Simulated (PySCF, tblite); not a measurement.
Species: C₇H₁₃NO.
Geometry (GFN2-xTB, Å), atoms numbered from 1 in this order:
```xyz
22
C7H13NO angstrom
C      2.7693   -0.2449   -0.4556
C      1.4632    0.4009    0.0211
C      1.6931    1.0042    1.3291
N      1.8828    1.4601    2.3602
O      0.4763   -0.6083    0.0802
C     -0.9008   -0.2383   -0.0329
C     -1.6460   -1.5495    0.2314
C     -1.2223    0.2617   -1.4484
C     -1.3083    0.8098    1.0067
H      2.6255   -0.6592   -1.4500
H      3.0431   -1.0505    0.2210
H      3.5681    0.4922   -0.4802
H      1.1766    1.2064   -0.6747
H     -2.7183   -1.4000    0.1469
H     -1.4119   -1.9097    1.2294
H     -1.3311   -2.3011   -0.4873
H     -0.8590   -0.4522   -2.1844
H     -2.2975    0.3654   -1.5622
H     -0.7698    1.2315   -1.6465
H     -2.3846    0.9570    0.9712
H     -0.8263    1.7675    0.8198
H     -1.0324    0.4764    2.0045
```

Computed, not measured: PBE0/pcSseg-1 in PySCF (dipole) on a GFN2-xTB geometry, gas phase.

Masses are those of the commonest isotopes; rigid-rotor values at the optimised geometry. The values belong to one conformer with, in the numbering `[CH3:1][C@H:2]([C:3]#[N:4])[O:5][C:6]([CH3:7])([CH3:8])[CH3:9]`, C1–C2–O5–C6 -155°.

Q: Give the principal moments of inertia and the rotational constants in MHz.

A: Ia = 212.43, Ib = 433.05, Ic = 523.26 u·Å²; 505379 MHz·u·Å²/I gives A = 2379, B = 1167, C = 965.8 MHz.

Q: Classify the top.

A: An asymmetric top; Ray's κ = -0.715.

Q: Is it planar, by Δ = Ic − Ia − Ib?

A: Not planar: Δ = Ic − Ia − Ib = -122.22 u·Å². For a rigid frame Δ = −2 Σ m c², so Σ m c² = 61.11 u·Å² lies off the ab plane: 20.12 from hydrogen and 40.98 from heavier atoms. The atom farthest from that plane is 2.08 Å away.

Q: Give the other two planar moments, Paa and Pbb, and the rms extents of the mass along the axes.

A: Paa = Σ m a² = (Ib + Ic − Ia)/2 = 371.94 and Pbb = Σ m b² = (Ia + Ic − Ib)/2 = 151.32 u·Å². With the mass M = 127.10 u, the rms extents √(P/M) along a, b and c are 1.71, 1.09, 0.69 Å.

Q: Which lines would a microwave search look for?

A: The dipole components are |μa| = 2.45 D, |μb| = 2.39 D, |μc| = 1.52 D. Intensities carry the squares of the components, which stand as 1.00 : 0.95 : 0.38 (a : b : c). Some lines, for components of 0.1 D or more:

| type | branch | J(Ka,Kc) | MHz | lower level (cm⁻¹) |
| --- | --- | --- | --- | --- |
| a | Q | 2(1,1) ← 2(1,2) | 604 | 0.247 |
| c | Q | 2(1,2) ← 2(0,2) | 1034 | 0.213 |
| c | Q | 1(1,1) ← 1(0,1) | 1212 | 0.071 |
| b | Q | 1(1,0) ← 1(0,1) | 1413 | 0.071 |
| b | Q | 2(1,1) ← 2(0,2) | 1637 | 0.213 |
| c | R | 1(1,0) ← 0(0,0) | 3546 | 0.000 |
| c | Q | 2(2,1) ← 2(1,1) | 3636 | 0.267 |
| b | Q | 2(2,0) ← 2(1,1) | 3659 | 0.267 |
| a | R | 2(1,2) ← 1(1,1) | 4065 | 0.112 |
| b | Q | 2(2,1) ← 2(1,2) | 4240 | 0.247 |
| c | R | 2(1,1) ← 1(0,1) | 5880 | 0.071 |
| b | R | 2(2,1) ← 1(1,0) | 8103 | 0.118 |
| c | R | 2(2,0) ← 1(1,0) | 8126 | 0.118 |
| c | R | 2(2,1) ← 1(1,1) | 8304 | 0.112 |

Q: Estimate the classical rotational partition function at 10 K, 25 K and 500 K.

A: Point group C1, symmetry number σ = 1; q = (√π/σ)·√((kT/h)³/(ABC)), k/h = 20836.6 MHz/K: 3260 at 10 K, 12900 at 25 K, 1150000 at 500 K.

Its GFN2-xTB frequencies are all real (lowest 36 cm⁻¹). No vibrational averaging or centrifugal distortion is included, and the geometry carries the error of its method. A rigid rotor knows nothing of internal rotation, which can split or shift real lines. Quadrupole hyperfine structure (14N) is left out.

The run took 52 s on an Arm Neoverse V1 with one thread, no GPU, on a shared host, and the process peaked at 0.90 GiB of memory. This is the PBE0/pcSseg-1 job that gave the dipole, with the shieldings it also computed.
